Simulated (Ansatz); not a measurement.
Geometry optimisation, RKS PBE/def2-SVP (Ansatz).

input.yaml

```yaml
crystal:
  periodic: [false, false, false]
  atoms:
    - { symbol: Al, position_ang: [0.193467, -0.240773, 0.183582] }
    - { symbol: Cl, position_ang: [0.42739, -0.354747, 2.354222] }
    - { symbol: F, position_ang: [1.558057, 0.05226, -0.727688] }
    - { symbol: O, position_ang: [-1.291695, -0.563833, -0.560143] }
    - { symbol: Si, position_ang: [-2.761556, -1.31636, -0.821385] }
    - { symbol: H, position_ang: [-2.885873, -2.51977, 0.078101] }
    - { symbol: H, position_ang: [-3.87703, -0.354894, -0.524574] }
    - { symbol: H, position_ang: [-2.857467, -1.764946, -2.255393] }
    - { symbol: H, position_ang: [-0.144583, 2.434943, 0.748307] }
    - { symbol: H, position_ang: [-0.047111, 1.93292, 1.263072] }
basis:
  gaussian: { orbitals: def2-SVP }
hamiltonian:
  xc: pbe
relax:
  f_tol: 0.03
  max_steps: 50
```

Command:

```bash
$ ansatz run input.yaml --threads 2 --pin off --max-ram 3072MiB --backend cpu --events-out ev --progress --plain --runs-dir out
```

Q: Where does it end, and by what steps?

A: The run converged. The force dipped under the threshold on the way, but the program's further checks kept it going. After 22 steps the energy has fallen by 0.219 eV; H9 moved furthest, 0.60 Å.

```tsv
step	energy less start (eV)	largest force component (eV/Å)	accepted
0	0.0000	1.426	yes
1	-0.1196	0.688	yes
2	-0.1634	0.644	yes
3	-0.1936	0.157	yes
4	-0.2013	0.174	yes
5	-0.2023	0.060	yes
6	-0.2027	0.060	yes
7	-0.2055	0.188	yes
8	-0.2059	0.369	yes
9	-0.2083	0.156	yes
10	-0.2091	0.146	yes
11	-0.2099	0.122	yes
12	-0.2089	0.265	no
13	-0.2113	0.103	yes
14	-0.2081	0.456	no
15	-0.2132	0.100	yes
16	-0.2142	0.236	yes
17	-0.2174	0.035	yes
18	-0.2178	0.021	yes
19	-0.2027	0.664	no
20	-0.2185	0.046	yes
21	-0.2185	0.100	yes
22	-0.2188	0.029	yes
```

```xyz
10
Properties=species:S:1:pos:R:3
Al 0.206 -0.163 0.426
Cl 0.837 -0.586 2.381
F 1.346 0.379 -0.677
O -1.324 -0.643 -0.112
Si -2.737 -1.248 -0.747
H -3.127 -2.517 -0.039
H -3.838 -0.236 -0.576
H -2.570 -1.539 -2.214
H 0.031 1.994 0.376
H -0.510 1.864 0.920
```

Whether the end is a true minimum wasn't checked by a vibrational analysis.

Run time: 20 s on 2 threads of AMD EPYC 9B45 (Zen 5) (shared host), peak memory 0.2 GiB.
